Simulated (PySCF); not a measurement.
**How methods differ on the excitation energy of Sm**

Sm [Xe] 4f6 6s2 (7F) → Sm [Xe] 4f6 6s1 6p1 (high-spin determinant), as a difference of total energies. Computed with PySCF 2.14 in cc-pVDZ-X2C (8s7p5d3f1g, 84 functions), with the spin-free X2C one-electron Hamiltonian (Gaussian nucleus). Correlated levels: valence: [Kr] 4d10 frozen; valence and next inner shell: [Ar] 3d10 frozen. The calculations carry no spin-orbit coupling.

| method | excitation energy (cm⁻¹) |
| --- | --- |
| UHF | 7384.0 |
| LDA | 13962 |
| PBE | 12484 |
| PBE0 | 11903 |
| r2SCAN | 9738.4 |
| MP2 (valence) | 14134 |
| SCS-MP2 (valence) | 14763 |
| MP2 (valence and next inner shell) | 14210 |
| SCS-MP2 (valence and next inner shell) | 14688 |

A first-order spin-orbit estimate (lowest level to lowest level, LS coupling) adds -0.047 eV.

The basis was made for the ground configuration and has no added diffuse functions, so the excitation energy can come out too high.

The determinant of the upper state mixes LS terms, which raises its energy above the lowest term, most at the Hartree-Fock and MP2 levels.
